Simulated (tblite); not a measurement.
Compound: C₆H₁₀O₂Si.
Z-matrix (Å and degrees, GFN2-xTB geometry), rows numbered from 1:
```
C 
C   1  1.3246
C   2  1.5062  1  121.04
O   3  1.4184  2  114.38  1   127.36
C   4  1.4122  3  115.73  2    67.06
C   5  1.5152  4  111.41  3    59.36
O   6  1.1980  5  125.54  4  -146.08
C   5  1.5289  4  114.75  3   -69.78
Si  2  1.8883  1  125.69  3   179.56
H   1  1.0802  2  122.38  3    -0.44
H   1  1.0767  2  121.35  3   179.09
H   3  1.0938  2  111.01  1     9.57
H   3  1.1020  2  108.44  1  -109.58
H   5  1.1038  4  103.36  3   171.10
H   6  1.1085  5  112.67  4    36.08
H   8  1.0902  5  108.31  4   -65.30
H   8  1.0885  5  108.12  4   178.38
H   9  1.4655  2  109.86  1   100.85
H   9  1.4639  2  111.43  1   -23.65
```

Level: GFN2-xTB in tblite, geometry and Hessian alike; calculated harmonic values, unscaled, isolated species. This tight-binding method is rough: wavenumbers can miss measured ones by several per cent, in bad cases by 10 to 20. Modes of hydrogen on silicon can be 10 to 20 % off. One conformer, not necessarily the lowest.

Harmonic wavenumbers (cm⁻¹): 42.2, 75.1, 107.4, 228.4, 239.9, 259.8, 296.2, 350.9, 387.9, 459.2, 506.6, 540.1, 564.1, 629.5, 632.1, 669.7, 707.7, 747.9, 770.0, 796.2, 824.6, 913.8, 926.2, 946.3, 969.8, 994.5, 1051.7, 1106.1, 1150.1, 1188.8, 1214.2, 1224.0, 1269.0, 1289.3, 1317.5, 1353.4, 1416.8, 1448.9, 1452.3, 1687.9, 1792.9, 2253.2, 2263.1, 2759.2, 2840.8, 2844.1, 2956.9, 2992.0, 3012.2, 3066.5, 3114.6.

A = 2195, B = 1155, C = 948.1 MHz; mass 142.045 u (most abundant isotopes); point group C1, symmetry number 1.

Q: What is the zero-point energy?

A: ½Σν̃ = 31326 cm⁻¹ = 89.56 kcal/mol.

Q: Entropy at 500 K, 1 bar (ideal gas, RRHO, classical rotation)?

A: Translation 43.36, rotation 30.82, vibration 48.63: S = 122.8 cal/(mol K).

Q: And Cp and H(500 K) − H(0)?

A: Cp = 59.17 cal/(mol K), of which vibrations give 51.22 (their classical limit is 51 R = 101.3); H(500 K) − H(0) = 16.91 kcal/mol without the zero-point energy, 12.93 from vibrations.

Q: Blend soft modes into free rotors: weight 1/[1 + (100 cm⁻¹/ν̃)⁴] for the oscillator and the rest for a rotor with moment μB/(μ + B), μ = h/(8π²ν), B = 10⁻⁴⁴ kg m². What vibrational entropy results?

A: 45.23 cal/(mol K) in place of 48.63, which changes −T·S at 500 K by +1.70 kcal/mol.

Q: What must be added to the electronic energy to get the Gibbs energy at 500 K and 1 bar?

A: ZPE + [H(500 K) − H(0)] − T·S = 89.56 + 16.91 − 61.41 = 45.06 kcal/mol.

Q: How do the functions run with temperature in this model?

A: 
| T (K) | S (cal/(mol K)) | Cp (cal/(mol K)) | H − H(0) (kcal/mol) | G − H(0) (kcal/mol) | ln q(vib) |
| --- | --- | --- | --- | --- | --- |
| 50 | 58.8 | 12.3 | 0.49 | -2.45 | 0.52 |
| 100 | 68.8 | 17.1 | 1.23 | -5.65 | 1.56 |
| 298.15 | 97.4 | 39.7 | 6.81 | -22.23 | 6.25 |
| 373.15 | 107.2 | 47.8 | 10.09 | -29.90 | 8.16 |
| 750 | 150.0 | 74.6 | 33.79 | -78.70 | 17.85 |
| 1000 | 172.9 | 84.4 | 53.76 | -119.13 | 23.85 |

q(vib) and H(0) count from the zero-point level.

Q: Which modes carry the vibrational entropy at 500 K?

A: 42.2 cm⁻¹: 6.18; 75.1 cm⁻¹: 5.04; 107.4 cm⁻¹: 4.33; 228.4 cm⁻¹: 2.86; 239.9 cm⁻¹: 2.76; 259.8 cm⁻¹: 2.61 cal/(mol K); the other 45 give 24.86 together.

Hindered rotation and anharmonicity are outside this model. Other conformers, if any are populated, would add a mixing term that is left out. The structure is chiral; the term R ln 2 for an equal mix with its mirror image is left out.

On an Arm Neoverse V1 with one thread, no GPU (shared host), this took 0.83 s. The figure is for the frequency step alone.
